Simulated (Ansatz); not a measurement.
Single points on Zr(OH)4 (ZrO4H4).

```yaml
crystal:
  periodic: [false, false, false]
  atoms:
    - {symbol: Zr, position_ang: [0.000031, -0.000018, 0.000028]}
    - {symbol: O, position_ang: [-0.440909, 0.221104, 1.874481]}
    - {symbol: H, position_ang: [-0.665173, 0.328209, 2.806153]}
    - {symbol: O, position_ang: [1.911236, 0.211620, -0.243630]}
    - {symbol: H, position_ang: [2.861545, 0.321704, -0.364169]}
    - {symbol: O, position_ang: [-0.936746, 1.336413, -1.045576]}
    - {symbol: H, position_ang: [-1.399262, 2.000954, -1.569233]}
    - {symbol: O, position_ang: [-0.533649, -1.769094, -0.585168]}
    - {symbol: H, position_ang: [-0.797072, -2.650902, -0.872876]}
basis:
  gaussian: {orbitals: def2-SVP, initial_orbitals: start.molden}
hamiltonian: {xc: pbe, dispersion: d4}
scf: {omitted_lower_state_checks: [starts]}
output: {orbitals: {seedname: orbitals}}
```

The file start.molden holds the orbitals of an earlier run on this structure, at another level or in another basis.

```sh
$ ansatz run in.yaml --threads 4 --pin off --events-out ev --progress --plain --max-ram 3916MiB
```

Output, abridged:

```
Functional definition: PBE
1082 factors; their error is unknown
mean field evaluation 1: about -9525.7612 eV, gradient 1.2e1 eV
mean field evaluation 2: about -9526.1735 eV, gradient 3.0e-1 eV
mean field evaluation 4: about -9526.1475 eV, gradient 4.6e-4 eV
mean field -9526.14746896 eV, -350.0794624296 hartree, gradient 8.8e-6 eV, S^2 0.000000; 0 other end points of the search recorded, 0 dependent functions left out
reference -9526.14755363 eV, -350.0794655412 hartree; 24, 24 occupied and 83, 83 virtual orbitals, 1082 factors
Total energy: -9526.31560486 eV, -350.0856413100 hartree
Checks for a lower state left out: starts
```

It took 0.9 s on 4 threads of Arm Neoverse V2 on a shared host.

First input, but with `gaussian: {orbitals: def2-TZVPD, initial_orbitals: start.molden}`, `hamiltonian: {xc: r2scan, dispersion: d4}` (abridged; 4.1 s):

```
Functional definition: r2SCAN
mean field -9541.51512563 eV, -350.6442133957 hartree, gradient 1.3e-5 eV, S^2 0.000000
Total energy: -9541.55718509 eV, -350.6457590523 hartree
Checks for a lower state left out: starts
```

First input, but with `gaussian: {orbitals: def2-TZVPD, initial_orbitals: start.molden}` (abridged; 2 s):

```
Functional definition: PBE
mean field -9536.60527286 eV, -350.4637796344 hartree, gradient 4.6e-5 eV, S^2 0.000000
Total energy: -9536.77339550 eV, -350.4699580276 hartree
Checks for a lower state left out: starts
```

Geometry: PBE-D4/def2-SVP.

In the def2 sets Zr takes a core potential; there is no spin–orbit coupling.
